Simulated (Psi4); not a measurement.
Internal rotation in SMILES [GeH3][c]1c(N)cccc1. Scanned: dihedral H9–N1–C2–C3; all other coordinates were relaxed at GFN2-xTB.

Geometry of the scan point at 60° (Å):
```
17

N      0.7965     1.7516    -0.7801
C     -0.1724     0.7956    -0.3345
C     -0.5815     0.6406     0.9799
C     -1.5281    -0.3238     1.2851
C     -2.0570    -1.1231     0.2858
C     -1.6422    -0.9617    -1.0255
C     -0.6976    -0.0012    -1.3436
Ge     0.0248     0.3982    -3.1068
H      1.6899     1.5921    -0.3215
H      0.5067     2.6941    -0.5317
H     -0.1674     1.2659     1.7607
H     -1.8529    -0.4511     2.3077
H     -2.7948    -1.8732     0.5321
H     -2.0533    -1.5837    -1.8093
H     -0.6115    -0.5161    -4.1163
H      1.4966     0.1746    -3.1709
H     -0.2681     1.7972    -3.5268
```

Method: PBE-D3(BJ)/def2-SVP // GFN2-xTB in Psi4.

Scanned values (°): -150, -120, -90, -60, -30, 0, 30, 60, 90, 120, 150, 180.

Q: Describe the profile: where are the wells and the tops?

A: Lower than their neighbours: -150° (0.001 eV), -30° (0.010 eV), 150° (0.000 eV). Higher than their neighbours: -90° (0.200 eV), 60° (0.276 eV), 180° (0.020 eV). The whole profile spans 0.276 eV.
